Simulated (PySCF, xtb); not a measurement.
C2H6O2Si, SMILES O[SiH]1COC1.

GFN2-xTB run with xtb at its own geometry gives an orbital gap of 4.82 eV and a dipole moment of 4.00 D.

Coordinates come from a PBE0-D3(BJ)/def2-SVP optimisation. This is a generated structure with no PubChem entry under its InChIKey; it may be hypothetical. One conformer was computed; it need not be the lowest.

**Question.** What does CAM-B3LYP/def2-TZVP in PySCF give? (Estimate from the structure and the level; the computed values follow.)

**Answer.** gap 9.60 eV (levels -8.49 and 1.11 eV), dipole 2.55 D.
